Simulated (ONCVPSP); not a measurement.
# Reading a pseudo-wave (Ge (Z = 32))

Columns: radius, all-electron u(r) and pseudo u(r) of the 3p shell (level -115.62 eV) of germanium in the configuration [Ne] 3s2 3p6 3d10 4s2 4p2; PBE, scalar-relativistic, ONCV scheme, ONCVPSP 4.0.1.

```tsv
r (bohr)	all-electron	pseudo
0.050	-0.4155	0.0324
0.100	-0.7066	0.1256
0.150	-0.6025	0.2690
0.200	-0.2577	0.4468
0.250	0.1637	0.6406
0.300	0.5579	0.8316
0.350	0.8774	1.0034
0.400	1.1071	1.1430
0.450	1.2528	1.2432
0.500	1.3261	1.3009
0.550	1.3434	1.3182
0.600	1.3194	1.3003
0.650	1.2662	1.2542
0.700	1.1944	1.1878
0.750	1.1117	1.1085
0.800	1.0238	1.0224
0.850	0.9349	0.9342
0.900	0.8477	0.8474
0.950	0.7643	0.7641
1.000	0.6858	0.6857
1.050	0.6129	0.6128
1.100	0.5459	0.5458
1.150	0.4847	0.4846
1.200	0.4294	0.4293
1.250	0.3795	0.3794
1.300	0.3348	0.3347
```

How many radial nodes do the two functions have?

The all-electron 3p function has n − l − 1 = 1; the pseudo-wave has 0, since the states of the same l below it are removed with the core.

At about which radius was the pseudo-wave matched?

1.00 bohr. The columns agree to 0.0005 from 0.90 bohr on; several derivatives are matched, so the curves merge somewhat inside the radius.

Where does each function peak?

Outermost all-electron maximum near 0.55 bohr, pseudo maximum near 0.55 bohr (to the table’s step).

Is the pseudo-wave norm-conserving?

Yes: the ONCV scheme keeps the norm inside the radius equal to the all-electron one, which fixes the energy derivative of the logarithmic derivative at the level.
